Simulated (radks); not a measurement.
The numbers below are computed, except where a source is named.
Question: The ruthenium ion Ru3+, [Kr] 4d5. Code: a radial shooting solver on a logarithmic mesh with Libxc functionals. Model: non-relativistic Kohn-Sham, exchange-only PBE, spin-polarised, spherical densities, point nucleus. Every spin shell is full or empty, so the densities are truly spherical. Functionals are evaluated on that one density, not self-consistently. Rank these exchange functionals by their error against the exact value of the orbitals, and give that value: LDA, PBE, RPBE, PW91, OPTX, WC, AM05, EV93, APBE, revTPSS, MS2, TASK.

Answer: Exact: -128.305 hartree. From best to worst, with 100 (|E| - |E exact|)/|E exact| (equal figures are ties): PW91 -0.04, EV93 -0.22, RPBE -0.24, APBE +0.31, PBE -0.47, MS2 -0.55, revTPSS -0.91, WC -0.95, OPTX +1.07, TASK -2.31, AM05 -4.78, LDA -5.17.
